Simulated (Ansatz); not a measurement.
Consider the substitution at a C–C bond: `CCC(C)(O)CC` + `[BH2][GaH][OH]` → `[BH2][GaH][O]CC` + `CCC(C)O`.

Program: Ansatz. Geometries: PBE0-D4/def2-TZVP. ΔE: electronic, gas phase. CCSD(T)/CBS adds triple-zeta CCSD(T) − MP2 to the extrapolated MP2 energy (def2 sets, frozen cores). For Ga outer-core shells are correlated without core-valence functions, which leaves a few kJ/mol of doubt a bond. Scalar relativity is left out up to krypton. Each species was taken in one conformer, which may not be the lowest.

```json
{"species": "`CCC(C)(O)CC`", "MP2/CBS(def2) energy (Eh)": "-311.81619"}
{"species": "`[BH2][GaH][OH]`", "MP2/CBS(def2) energy (Eh)": "-2026.25478"}
{"species": "`[BH2][GaH][O]CC`", "MP2/CBS(def2) energy (Eh)": "-2104.72285"}
{"species": "`CCC(C)O`", "MP2/CBS(def2) energy (Eh)": "-233.32413"}
```

Task: Work out ΔE.

Result: ΔE = (-2104.72285) + (-233.32413) − (-311.81619) − (-2026.25478) = 0.02399 Eh = +63.0 kJ/mol. CCSD(T)/CBS gives +55.0 kJ/mol.

Largest T1 diagnostic among the species: 0.015.

In def2-TZVPP, CCSD(T) changes the Hartree–Fock value by +28.6 kJ/mol (the triples alone add +3.3 kJ/mol) and MP2 by +36.6 kJ/mol. From PBE to PBE0 (25 % exact exchange), in def2-TZVPP and without D4, ΔE moves by +3.2 kJ/mol. The D4 term adds +11.3 kJ/mol with B3LYP and +6.6 kJ/mol with PBE0; it sums over pairs of atoms, weighted by their polarisabilities, and B3LYP, whose exchange is more repulsive, gets the larger term.

B3LYP here is the variant with VWN-RPA as its local correlation; programs differ in this.
